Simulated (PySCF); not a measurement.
Computed with TPSSh-D3(BJ)/def2-TZVP // PBE0-D3(BJ)/def2-TZVP (PySCF). All species are isolated molecules in the gas phase. 

Reference species (SMILES): `Cl[C](Cl)Cl` (neutral, multiplicity 2).

| Property | Value |
|---|---|
| dipole moment | 0.15 D |

Changed species: `Cl[CH]Cl` (radical fragment; the reference has radical fragment).

### Question
Give the shifts of the dipole moment.

### Answer
the dipole moment increases by 0.75 D, to 0.90 D.
